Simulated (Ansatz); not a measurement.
Total energies of `C=C(F)B(F)P`.

Cartesian coordinates in Å:
```
C 1.464 1.132 -0.732
C 0.250 0.674 -0.455
F -0.820 1.471 -0.666
B -0.062 -0.737 0.125
F 0.965 -1.562 0.301
P -1.842 -1.356 0.439
H 2.317 0.488 -0.564
H 1.629 2.131 -1.120
H -1.568 -2.066 1.633
H -2.332 -0.174 1.040
```

Charge 0, multiplicity 1. Geometry: relaxed with PBE0-D4/def2-TZVP. It is one conformer, not always the lowest. Basis def2-TZVPP, Ansatz.

RPA on PBE orbitals: Hartree–Fock energy of these orbitals -642.46549 Eh, correlation -1.69539 Eh (frozen core).

```tsv
functional	energy without D4 (Eh)	D4 term (kJ/mol)
LDA (SPW92)	-641.14352	–
PBE	-644.18682	-20.7
BLYP	-644.61769	-46.0
r2SCAN	-644.50770	-5.2
B97M-V	-644.53672	–
PBE0	-644.22712	-17.5
r2SCANh	-644.48981	-5.5
r2SCAN0	-644.46451	-6.1
HSE06 (plane-wave form)	-644.20602	-16.3
CAM-B3LYP	-644.58186	-17.7
LC-ωPBE	-644.38397	–
ωB97X-V	-644.52796	–
B2PLYP	-644.35370	–
PBE-QIDH	-644.09704	–
```

Problem. Give the same for revPBE, B3LYP, BHLYP, ωB97M-V. (An estimate is asked.)

Solution. Ansatz gave: 
```csv
functional,energy without D4 (Eh),D4 term (kJ/mol)
revPBE,-644.51472,-65.2
B3LYP,-644.70702,-33.4
BHLYP,-644.54435,-24.7
ωB97M-V,-644.56262,–
```

B3LYP takes the VWN-RPA correlation (the form of Gaussian; ORCA's B3LYP/G). HSE06 is the plane-wave form, built on full-range PBE exchange. The double hybrids freeze the cores in their second-order part.

LC-ωPBE has ω = 0.4 bohr⁻¹.
